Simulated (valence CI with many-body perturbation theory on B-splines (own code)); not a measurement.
**Ga X: calculated level list**

Calculated by relativistic CI+MBPT: four valence electrons over a frozen Dirac-Fock core [Ar], radial functions for each j: 7 s, 7 p, 8 d, 6 f, 4 g, 1 h, with the one-electron correlation potential Σ1, the two-electron term Σ2, the three-electron term Σ3, Breit, model QED; selected CI, second order for the rest, scaled by the run's own slope (own B-spline code, finite nucleus).

No measured levels were compared; by estimate terms of the open shell hold to 2 to 4 % of their energy, and close levels can change places. Excitations out of the core, of the other parity, are not computed and may begin above about 60.4 eV (a cautious bound); beyond it only levels of the ground parity were kept, without lifetimes.

Levels 1 to 45 of 72, with energies above the lowest level, 3d4 5D_0. "Leading %" is the weight of the configuration and term that name the level; weights of strongly mixed levels are sums over their largest components and can fall short. In the jj column 3d3/2^4 stands for four electrons in 3d with j = 3/2. Lifetimes count E1, E2, E3, M1 and M2 decay at the calculated energies, and are blank where another channel may lead or the interval is too uncertain; long ones can be off by a factor of two.

```
No.  Configuration  Term  J  E (eV)  Leading %               Leading jj  Lifetime      g
  1            3d4    5D  0   0.000         98   3d3/2^2 3d5/2^2 (63 %)                 
  2            3d4    5D  1   0.082         99     3d3/2^3 3d5/2 (58 %)    63.8 s  1.500
  3            3d4    5D  2   0.227         99   3d3/2^2 3d5/2^2 (67 %)    11.1 s  1.499
  4            3d4    5D  3   0.416         99   3d3/2^2 3d5/2^2 (48 %)    6.16 s  1.499
  5            3d4    5D  4   0.634         99     3d3/2 3d5/2^3 (43 %)    6.77 s  1.498
  6            3d4    3P  0   4.737         95           3d3/2^4 (59 %)   25.8 ms       
  7            3d4    3H  4   4.941         88     3d3/2^3 3d5/2 (52 %)    921 ms  0.835
  8            3d4    3H  5   5.131         94   3d3/2^2 3d5/2^2 (84 %)    10.4 s  1.042
  9            3d4    3P  1   5.216         98     3d3/2^3 3d5/2 (39 %)   31.0 ms  1.492
 10            3d4    3H  6   5.290         98   3d3/2^2 3d5/2^2 (54 %)    22.9 s  1.163
 11            3d4    3F  3   5.546         75   3d3/2^2 3d5/2^2 (56 %)   62.7 ms  1.002
 12            3d4    3F  2   5.578         98   3d3/2^2 3d5/2^2 (53 %)    100 ms  0.671
 13            3d4    3F  4   5.641         77   3d3/2^2 3d5/2^2 (37 %)   45.3 ms  1.187
 14            3d4    3P  2   5.888         97     3d3/2 3d5/2^3 (41 %)   50.8 ms  1.490
 15            3d4    3G  3   6.223         75     3d3/2 3d5/2^3 (59 %)    147 ms  0.832
 16            3d4    3G  4   6.331         79   3d3/2^2 3d5/2^2 (69 %)    243 ms  1.069
 17            3d4    3G  5   6.463         94     3d3/2 3d5/2^3 (84 %)    255 ms  1.190
 18            3d4    3D  3   7.613         98     3d3/2 3d5/2^3 (47 %)   60.8 ms  1.330
 19            3d4    1I  6   7.629         98     3d3/2 3d5/2^3 (54 %)    140 ms  1.002
 20            3d4    3D  2   7.679         94   3d3/2^2 3d5/2^2 (30 %)   62.4 ms  1.166
 21            3d4    3D  1   7.781         99     3d3/2 3d5/2^3 (56 %)   51.1 ms  0.507
 22            3d4    1G  4   7.807         89           3d5/2^4 (40 %)   39.1 ms  1.009
 23            3d4    1S  0   8.540         96     3d3/2 3d5/2^3 (56 %)   26.3 ms       
 24            3d4    1D  2   9.668         94   3d3/2^2 3d5/2^2 (37 %)   32.1 ms  1.005
 25            3d4    1F  3  10.825         96     3d3/2 3d5/2^3 (56 %)            1.003
 26            3d4    3P  2  12.653         99   3d3/2^2 3d5/2^2 (58 %)   33.1 ms  1.494
 27            3d4    3F  4  12.822         98   3d3/2^2 3d5/2^2 (74 %)            1.246
 28            3d4    3F  2  12.884         99   3d3/2^2 3d5/2^2 (57 %)   23.5 ms  0.669
 29            3d4    3F  3  12.931         97     3d3/2 3d5/2^3 (79 %)            1.081
 30            3d4    3P  1  13.143        100     3d3/2 3d5/2^3 (85 %)            1.499
 31            3d4    3P  0  13.383         99           3d5/2^4 (56 %)                 
 32            3d4    1G  4  14.601         98     3d3/2 3d5/2^3 (60 %)            1.002
 33            3d4    1D  2  19.230         99   3d3/2^2 3d5/2^2 (60 %)            0.999
 34            3d4    1S  0  24.918         99   3d3/2^2 3d5/2^2 (66 %)                 
 35         3d3 4s    5F  1  90.645         99        3d3/2^3 4s (41 %)            0.001
 36         3d3 4s    5F  2  90.784         98  3d3/2^2 3d5/2 4s (57 %)            0.998
 37         3d3 4s    5F  3  90.990         98  3d3/2^2 3d5/2 4s (64 %)            1.248
 38         3d3 4s    5F  4  91.254         99  3d3/2 3d5/2^2 4s (72 %)            1.348
 39         3d3 4s    5F  5  91.558         98  3d3/2 3d5/2^2 4s (49 %)            1.397
 40         3d3 4s    3F  2  92.249         98  3d3/2^2 3d5/2 4s (56 %)            0.671
 41         3d3 4s    3F  3  92.603         98  3d3/2 3d5/2^2 4s (57 %)            1.082
 42         3d3 4s    3F  4  93.001         97  3d3/2 3d5/2^2 4s (53 %)            1.245
 43         3d3 4s    5P  1  94.449         96  3d3/2^2 3d5/2 4s (67 %)            2.464
 44         3d3 4s    5P  2  94.516         92  3d3/2^2 3d5/2 4s (52 %)            1.805
 45         3d3 4s    5P  3  94.842         99  3d3/2 3d5/2^2 4s (63 %)            1.665
```

The ionisation energy to 3d3 4F_3/2 of the next ion comes out as 243.54 eV (NIST: 244 ± 2.5 eV (theoretical)). All 72 levels together are meant to be complete up to 60.434 eV.
